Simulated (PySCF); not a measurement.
**Ne²⁺ (neon, charge +2) across methods**

[He] 2s2 2p4, high-spin 3P determinant. Computed with PySCF 2.14 in ANO-RCC-VTZP (4s3p2d1f, 30 functions), with scalar relativity by spin-free X2C-1e.

```
 method  E (hartree)  mean ε 2s β (eV)  mean ε 2p α (eV)  mean ε 2p β (eV)  Σ⟨r²⟩ (bohr²)   ⟨S²⟩
    UHF   -126.51902           -86.583           -70.103           -64.122          4.958  2.004
wB97M-V    -126.7960           -81.062           -62.625           -58.268          5.011  2.002
    PBE    -126.6972           -74.821           -56.785           -52.532          5.031  2.001
  HSE06    -126.7260           -77.699           -59.884           -55.365          5.004  2.002
   PBE0    -126.7152           -78.156           -60.331           -55.734          5.002  2.002
wB97X-V    -126.7779           -80.983           -62.545           -58.131          5.014  2.002
    LDA    -126.0287           -74.778           -56.870           -52.124          5.060  2.001
 r2SCAN    -126.7710           -75.469           -58.058           -53.379          4.988  2.002
```

(1) Estimate the same row for TPSSh.

## Answers

(1) E (hartree) = -126.8192; mean ε 2s β (eV) = -76.681; mean ε 2p α (eV) = -58.496; mean ε 2p β (eV) = -54.418; Σ⟨r²⟩ (bohr²) = 4.999; ⟨S²⟩ = 2.002.
